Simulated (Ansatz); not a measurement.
CH6N2OSSi can be A, `N=C(S)N[SiH2]O`, or B, `N=C[Si](N)(O)S`.

Computed with Ansatz on PBE0-D4/def2-TZVP structures; ΔE is electronic, products minus reactants. CBS: MP2 limit from def2 TZ/QZ plus the TZ coupled-cluster correction, frozen cores. DFT in def2-TZVPP. B3LYP here is the variant with VWN-RPA as its local correlation; programs differ in this. Each species was taken in one conformer, which may not be the lowest.

A:

```xyz
12

N     0.447    0.953   -1.477
C     0.995    0.128   -0.686
S     2.492   -0.691   -1.169
N     0.567   -0.261    0.568
Si   -1.021    0.019    1.215
O    -2.184   -0.942    0.576
H    -0.371    1.396   -1.063
H     2.612    0.007   -2.307
H     1.179   -0.899    1.054
H    -0.931   -0.336    2.644
H    -1.353    1.447    0.987
H    -2.433   -0.823   -0.341
```

B:

Z-matrix (Å, degrees):
```
Si
C 1 1.890
O 1 1.636 2 102.4
N 1 1.699 2 108.9 3 127.1
S 1 2.130 2 112.8 3 -118.6
N 2 1.272 1 115.6 3 -0.5
H 2 1.099 1 122.2 3 178.3
H 3 0.970 1 109.3 2 0.4
H 4 1.007 1 120.1 2 161.5
H 4 1.008 1 121.1 2 -50.6
H 5 1.343 1 93.1 2 89.8
H 6 1.021 2 112.9 1 178.9
```

**Question.** Which isomer does CCSD(T)/CBS put lower? Give the gap. (Estimate.)

**Answer.** Ansatz gave: B, by 117.7 kJ/mol.

**Question.** Give E(B) − E(A) in kJ/mol with HF/def2-TZVPP, CCSD(T)/def2-TZVPP, B2PLYP, r2SCAN-D4, ωB97M-V, B3LYP-D4, PBE0-D4. (Estimate.)

**Answer.** The calculation gave: HF/def2-TZVPP -108.5, CCSD(T)/def2-TZVPP -113.7, B2PLYP -106.5, r2SCAN-D4 -103.3, ωB97M-V -114.3, B3LYP-D4 -104.3, PBE0-D4 -105.5. None reverses the order clearly.

Largest T1 diagnostic: 0.013.

From PBE to PBE0 (25 % exact exchange), in def2-TZVPP and without D4, E(B) − E(A) moves by −5.5 kJ/mol.
